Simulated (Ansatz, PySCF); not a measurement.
TaF₆, SMILES [F][Ta-]([F])([F])([F])([F])[F], charge -1, multiplicity 1.

Coordinates come from a B3LYP-D3(BJ)/def2-SVPD optimisation. The spin state was assumed, not searched. The isomer is the one that the SMILES or the coordinates give; other isomers of the formula were not compared. The def2 effective core potentials stand for the cores of Ta; spin–orbit coupling is left out.

Estimates of the vertical detachment energy (IE) of the anion in eV. Rows of orbital energies are one-electron estimates, which approximate functionals can put far too low.

| level | IE |
|---|---|
| −ε(HOMO), −ε(LUMO), ωB97X/def2-SVPD (PySCF) | 9.16 |
| ΔSCF, PBE0/def2-SVPD (Ansatz), final states of multiplicity 2 | 8.71 |

Task: What vertical singlet–triplet gap does ΔSCF give with PBE0/def2-SVPD (Ansatz, a program for electronic structure)? (Estimate from the structure and the level; the computed values follow.)

Result: 7.15 eV (triplet above singlet where positive).
